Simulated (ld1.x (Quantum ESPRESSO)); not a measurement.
# Before and after: ultrasoft potential for Sb

| Quantity | Value |
| --- | --- |
| Element | Sb |
| Generator | ld1.x (Quantum ESPRESSO) 7.5 |
| Type | ultrasoft |
| Functional | LDA (PZ) |
| Relativity | fully relativistic |
| Frozen core | [Kr] 4d10 |
| Valence charge | 5 |
| Reference configuration | 5s2 5p3 |
| Partial waves | 5s (bound): rcut 2.00, rcutus 2.25 bohr; 5s channel at 0.25 Ry: rcut 2.00, rcutus 2.25 bohr; 5p (bound): rcut 2.25, rcutus 2.45 bohr; 5p channel at 0.05 Ry: rcut 2.25, rcutus 2.45 bohr |
| Local potential | all-electron potential smoothed inside 2.15 bohr (lloc = -1) |
| Core correction | Bessel-smoothed model core inside 1.45 bohr |
| Augmentation charge | PSQ, radius 1.80 bohr |

Open shells are filled in proportion to 2j + 1 (rel_dist='average').

Change: local potential all-electron potential smoothed inside 1.38 bohr (lloc = -1).

Cutoffs: the cutoffs (Ry, on a coarse ladder) from which the occupation-weighted sum of valence levels, in a spherical-Bessel basis at the reference potential, stays within 10 and 1 mRy of its value at 400 Ry; they do not see the model core or the augmentation charge, which bear on the density cutoff. Errors are all-electron minus pseudo energies relative to the spin-unpolarised reference configuration.

Task: Predict the effect on cutoff, ghosts and configuration errors.

Result: The potential gets harder (6 Ry and 12 Ry → 6 Ry and 15 Ry); a bound ghost appears in d, s, which as a rule spoils a file; the errors of the 7 common tests hardly move; the range in which the p1/2 phases agree narrows (upper end 3.7 → 1.1). A state that the projectors do not describe sees the local part alone, so a deeper or shallower local part can create or remove a ghost.

```tsv
quantity	base	changed
cutoff, loose	6 Ry	6 Ry
cutoff, tight	12 Ry	15 Ry
bound ghosts	none	s, d
error for 5s2 5p2, meV [ΔE 8.54 eV]	-7.1	-7.0
error for 5s2 5p1, meV [ΔE 24.81 eV]	-53	-52
error for 5s2 5p0, meV [ΔE 49.62 eV]	-199	-203
error for 5s1 5p4, meV [ΔE 8.18 eV]	-8.5	-8.4
error for 5s1 5p3, meV [ΔE 17.33 eV]	-28	-27
error for 5s2 5p2.5, meV [ΔE 3.36 eV]	-1.2	-1.2
error for 5s2 5p3.3, meV [ΔE -1.21 eV]	-0.2	-0.2
s: phases at 2.65 bohr within 0.05 rad from the reference energy up to (Ry; the scan ends near 5)	2.9	3.5
p1/2: phases at 2.65 bohr within 0.05 rad from the reference energy up to (Ry; the scan ends near 5)	3.7	1.1
p3/2: phases at 2.65 bohr within 0.05 rad from the reference energy up to (Ry; the scan ends near 5)	3.8	4.6
lowest overlap eigenvalue by channel	s 0.33, p1/2 0.56, p3/2 0.55	s 0.18, p1/2 0.41, p3/2 0.40
```

 A true bound ghost makes a file unfit for plane-wave use even where its test errors are small: the radial tests pick states by their node count and pass the ghost by.
